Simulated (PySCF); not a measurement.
Match the calculated data to a structure.

All candidates are C3H14OSi3.

* 1H NMR: chemical shifts (computed TMS as zero) by class: 5.24 (1 H), 5.22 (1 H), 5.16 (1 H), 3.87 (3 H), 0.26 (3 H), 0.20 (3 H), 0.16 (1 H), -0.07 (1 H) ppm [GIAO PBE0/pcSseg-1]
* Dipole: 1.10 D [PBE0/pcSseg-1]
* 13C NMR: chemical shifts (computed TMS as zero) by class: 0.8 (1 C), 0.5 (1 C), -2.3 (1 C) ppm [GIAO PBE0/pcSseg-1]
* Rotational structure: rotational constants A, B, C: 2.286, 0.679, 0.563 GHz [GFN2-xTB]
* NMR, other nuclei: isotropic shieldings of nuclei other than C and H, by class: 285 (1 O), 354 (1 Si), 374 (1 Si), 429 (1 Si) ppm [GIAO PBE0/pcSseg-1]

The electronic properties come from PySCF, for the isolated species, density fitting. Levels stand in brackets. Geometry: GFN2-xTB, one conformer, isolated molecule. NMR values are class means; diastereotopic atoms form classes of their own.

Problem. Which candidate is it?
A. `C[SiH2]O[Si@@H](C)C[SiH3]`
B. `COC[Si](C)([SiH3])[SiH3]`
C. `C[Si](C)(C)O[SiH2][SiH3]`

Solution. A. It is `C[SiH2]O[Si@@H](C)C[SiH3]`. Numbering: `[CH3:1][SiH2:2][O:3][Si@@H:4]([CH3:5])[CH2:6][SiH3:7]`. Its formula, C3H14OSi3, gives 0 degrees of unsaturation, so no ring and no π bond. 3 carbons fall into 3 classes; from least to most shielded: Si-methyl carbon [C1] (0.8 ppm), Si-methyl carbon [C5] (0.5 ppm), sp3 carbon bound to silicon [C6] (-2.3 ppm). Hydrogen classes from least to most shielded: 1 H on an oxygen-bound silicon, Si2 (5.24 ppm), 1 H on an oxygen-bound silicon, Si4 (5.22 ppm), 1 H on an oxygen-bound silicon, Si2 (5.16 ppm), 3 H on an SiH3 silicon, Si7 (3.87 ppm), 3 H on an Si-methyl carbon, C1 (0.26 ppm, a mean of values up to 0.7 ppm apart in this geometry), 3 H on an Si-methyl carbon, C5 (0.20 ppm, a mean of values up to 0.5 ppm apart in this geometry), 1 H on an sp3 carbon bound to silicon, C6 (0.16 ppm), 1 H on an sp3 carbon bound to silicon, C6 (-0.07 ppm). The other shieldings belong to: 285 ppm, siloxane oxygen [O3]; 354 ppm, oxygen-bound silicon [Si4]; 374 ppm, oxygen-bound silicon [Si2]; 429 ppm, SiH3 silicon [Si7]. The optimised geometry has point group C1 and is an asymmetric top.

The others, at the same levels:
- `C[Si](C)(C)O[SiH2][SiH3]` fails: it has 1 carbon class against 3; its computed 13C shifts are 2.3 (3 C) ppm, 1H shifts are 5.69 (2 H), 3.38 (3 H), 0.08 (9 H) ppm and rotational constant A is 2.174 GHz (against 2.286 GHz).
- `COC[Si](C)([SiH3])[SiH3]` fails: its computed 13C shifts are 70.6 (1 C), 65.6 (1 C), -4.6 (1 C) ppm, 1H shifts are 3.53 (3 H), 3.46 (6 H), 3.35 (2 H), 0.18 (3 H) ppm and rotational constant A is 1.261 GHz (against 2.286 GHz).

Each candidate is one conformer, not necessarily the lowest. Dipoles, sizes and rotational constants follow the conformer. The torsions of the flexible species, by atom-mapped SMILES:
- `[CH3:1][SiH2:2][O:3][Si@@H:4]([CH3:5])[CH2:6][SiH3:7]`: C1–Si2–O3–Si4 -60°, Si2–O3–Si4–C5 -76°, O3–Si4–C6–Si7 180°
- `[CH3:1][Si:2]([CH3:3])([CH3:4])[O:5][SiH2:6][SiH3:7]`: C1–Si2–O5–Si6 -48°, Si2–O5–Si6–Si7 62°
- `[CH3:1][O:2][CH2:3][Si:4]([CH3:5])([SiH3:6])[SiH3:7]`: C1–O2–C3–Si4 -179°, O2–C3–Si4–C5 180°
